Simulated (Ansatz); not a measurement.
Ansatz (a first-principles code) input (B2PLYP/def2-TZVPD):

Ansatz 0.2 input:
```yaml
crystal:
  periodic: [false, false, false]
  atoms:
    - {symbol: C, position_ang: [-1.87553168, -0.34781838, 0.01992119]}
    - {symbol: O, position_ang: [-0.79433697, 0.46619420, 0.15890766]}
    - {symbol: C, position_ang: [0.45678478, -0.06418924, -0.04137165]}
    - {symbol: C, position_ang: [1.50587222, 0.98798525, 0.15782875]}
    - {symbol: O, position_ang: [0.63787662, -1.21317774, -0.33333743]}
    - {symbol: H, position_ang: [-2.81819570, 0.13926959, 0.19227537]}
    - {symbol: H, position_ang: [-1.72326309, -1.38039451, -0.24187567]}
    - {symbol: H, position_ang: [1.43906175, 1.39475630, 1.16794502]}
    - {symbol: H, position_ang: [1.34338670, 1.81299421, -0.53731143]}
    - {symbol: H, position_ang: [2.48794116, 0.55337700, -0.00386490]}
basis:
  gaussian:
    orbitals: def2-TZVPD
hamiltonian:
  xc: {name: B2PLYP}
magnetization: {spin_polarized: true, initial_magnetization: 1}
correlation: {electrons: outside_noble_gas}
```

Output:

```
Functional definition: B2PLYP
integrals: 0.60 GiB planned
1585 factors; integrals over basis functions are off by at most 1.2e-3 eV
mean field: 1.88 GiB planned
mean field evaluation 1: about -7269.1212 eV, gradient 3.7e1 eV
mean field evaluation 2: about -7269.2016 eV, gradient 3.7e1 eV
mean field evaluation 4: about -7273.9724 eV, gradient 7.8e0 eV
mean field evaluation 8: about -7274.2073 eV, gradient 8.2e-1 eV
mean field evaluation 16: about -7274.2116 eV, gradient 1.7e-3 eV
mean field -7274.21161285 eV, -267.3223461346 hartree, gradient 8.5e-6 eV, S^2 0.756814; 0 other end points of the search recorded, 0 dependent functions left out
5 core orbitals not correlated
reference -7274.21178778 eV, -267.3223525632 hartree; 15, 14 occupied and 216, 217 virtual orbitals, 1585 factors
second order -30.66989673 eV of doubles, -0.00000000 eV of singles
Total energy: -7282.49265990 eV, -267.6266690005 hartree
```

It need not be the lowest isomer of its formula.
